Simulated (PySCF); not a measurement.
## TaF4 at several levels of theory

Computed with PySCF 2.14.0 (density fitting, no spin-orbit coupling) at the geometry relaxed with PBE0:

```xyz
5
TaF4 (doublet)
Ta    0.0000    0.0000    0.0000
F     1.7548    0.0000   -0.6464
F     0.0000    1.7548    0.6464
F    -1.7548    0.0000   -0.6464
F     0.0000   -1.7548    0.6464
```

| level | basis | state | HOMO (eV) | gap (eV) | charge on Ta1 (e) | dipole about the centre of mass (D) | largest force component (eV/Å) |
| --- | --- | --- | --- | --- | --- | --- | --- |
| PBE0 | Ta def2-SVP with ECP60, F def2-SVP | doublet | -6.70 | 3.97 | 1.32 | 0.00 | 0.00 |
| revPBE | the same | doublet | -5.13 | 1.74 | 1.08 | 0.00 | 0.60 |
| PBE | the same | doublet | -5.17 | 1.58 | 1.05 | 0.00 | 0.39 |
| wB97X | the same | doublet | -8.90 | 7.55 | 1.33 | 0.00 | 0.15 |
| TPSS | the same | doublet | -5.27 | 1.86 | 1.17 | 0.00 | 0.41 |
| PBE0 | Ta def2-TZVP with ECP60, F def2-TZVP | doublet | -6.69 | 3.96 | 1.49 | 0.00 | 0.20 |

HOMO and gap are taken over both spins. Charges are Mulliken's, which hang on the basis. The relaxation used the grid (50, 194), these runs (75, 302) or, all-electron (x2c bases, spin-free X2C Hamiltonian), (99, 590).

(1) What does PBE0 with Ta x2c-SVPall, F x2c-SVPall give here?

Open shells may have lower solutions than the one found.

## Answers

(1) state doublet, HOMO (eV) -7.00, gap (eV) 3.92, charge on Ta1 (e) 1.32, dipole about the centre of mass (D) 0.00, largest force component (eV/Å) 0.79. Time: 23 s on 2 threads of Arm Neoverse V2 (shared host), from free ions and atoms.
